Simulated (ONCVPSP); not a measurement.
Plane-wave convergence, ONCV potential for Al (Z = 13)

```json
{
 "Element": "Al (Z = 13)",
 "Generator": "ONCVPSP 4.0.1",
 "Type": "optimised norm-conserving Vanderbilt (ONCV)",
 "Functional": "BLYP",
 "Relativity": "scalar-relativistic",
 "Frozen core": "[Ne]",
 "Valence charge": "3",
 "Reference configuration": "3s2 3p1",
 "Partial waves": "3s: rc 1.80 bohr, ncon 3, nbas 6, qcut 3.2 1/bohr, 2 projectors, debl 1.8 Ha; 3p: rc 1.80 bohr, ncon 3, nbas 5, qcut 4.4 1/bohr, local; d scattering state at 0.27 Ha: rc 1.90 bohr, ncon 4, nbas 8, qcut 4.2 1/bohr, 2 projectors, debl 0.3 Ha",
 "Local potential": "the p channel",
 "Core correction": "Teter function, fcfact 3.5, rcfact 1.55"
}
```

Task: For each optimised wave give the share of its norm inside rc, the residual kinetic energy above qcut (Ha) and the cutoffs (Ha) for errors of 10, 1, 0.1 and 0.01 mHa per electron.

Result:

```csv
wave,norm inside rc,residual KE,10 mHa,1 mHa,0.1 mHa,0.01 mHa
3s,0.243,1.5e-03,3.3,5.7,22.5,37.3
s projector 2,0.117,1.0e-02,5.2,11.8,37.5,67.3
3p,0.106,4.4e-05,1.3,2.2,4.0,22.5
d projector 1,0.129,1.2e-03,5.0,9.2,47.8,64.1
d projector 2,0.137,1.8e-03,5.8,9.8,32.4,81.4
```

The occupied waves need 5.7 Ha and 22 Ha for 1 and 0.1 mHa.
